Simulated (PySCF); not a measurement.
Löwdin shares of the frontier orbitals

C5H10BN.
Geometry (PBE0-D3(BJ)/def2-SVP, Å), atoms numbered from 1 in this order:
```
atom  x, y, z in Å
C1     3.095    0.824    0.123
C2     1.799    0.169    0.088
C3     0.711   -0.382    0.061
B4    -0.688   -1.025    0.050
N5    -0.847   -2.289   -0.527
C6    -1.917   -0.252    0.688
C7    -2.112    1.157    0.129
H8     2.989    1.920    0.111
H9     3.716    0.534   -0.739
H10    3.646    0.553    1.038
H11   -1.741   -2.761   -0.569
H12   -0.081   -2.811   -0.930
H13   -2.847   -0.840    0.582
H14   -1.724   -0.183    1.775
H15   -2.343    1.136   -0.949
H16   -1.198    1.759    0.251
H17   -2.935    1.692    0.630
```

Computed with PySCF 2.14.0, density-fitted response routines, TDDFT PBE0/def2-SVPD, vertical, gas phase, core orbitals frozen in the response.

Kohn–Sham orbitals with the atoms that hold most of them (Löwdin shares over 4%, at most four atoms; ? is withheld):

| orbital | ε (eV) | atoms |
| --- | --- | --- |
| LUMO+2 | 0.94 | C1 29%, H8 13%, C2 13%, H10 9% |
| LUMO+1 | 0.38 | B4 41%, H11 10%, H12 10%, C2 7% |
| LUMO | ? | ? |
| HOMO | -7.21 | C2 37%, C3 36%, C1 7%, C6 6% |
| HOMO-1 | -7.28 | ? |
| HOMO-2 | -8.54 | N5 40%, B4 13%, C6 10%, C3 8% |
| HOMO-3 | -8.60 | C6 24%, B4 18%, C7 16%, H17 9% |

(1) Which atoms hold the LUMO, and with what shares?

(2) Give the leading atoms of the HOMO-1.

(3) What is the LUMO energy, and the HOMO–LUMO gap?

Results:

(1) B4 (bonded to 2 C and N) 24%; C2 (bonded to 2 C) 19%; C3 (bonded to B and C) 19%; N5 (bonded to B and 2 H) 14%. By element: carbon 38% or more, boron 24%, nitrogen 14%.

(2) C3 (bonded to B and C) 33%; C2 (bonded to 2 C) 32%; N5 (bonded to B and 2 H) 16%; C1 (bonded to C and 3 H) 6%. By element: carbon 71% or more, nitrogen 16%.

(3) ε(LUMO) = -0.20 eV; the gap is 7.00 eV (0.2573 hartree).

The HOMO–LUMO gap is 7.00 eV. Where does the response calculation put the lowest singlet, and from which orbitals?

S1 is at 5.20 eV (f = 0.0003), 1.80 eV below the gap, made of HOMO→LUMO (97%). 

Give energy, strength and leading configuration of S1, S2 and S4, and follow the Löwdin shares of the leading atoms from the occupied to the empty orbital.

- S1 (5.20 eV, f 0.0003), HOMO→LUMO (97%): C2 37% → 19%, C3 36% → 19%, B4 at most 6% → 24%
- S2 (5.90 eV, f 0.096), HOMO-1→LUMO (73%): C3 33% → 19%, C2 32% → 19%, B4 at most 7% → 24%
- S4 (6.60 eV, f 0.031), HOMO→LUMO+1 (84%): C2 37% → 7%, C3 36% → at most 8%, B4 at most 6% → 41%, H11 at most 6% → 10%

Löwdin shares depend on the basis, the more so with diffuse functions.

One conformer stands for the species.
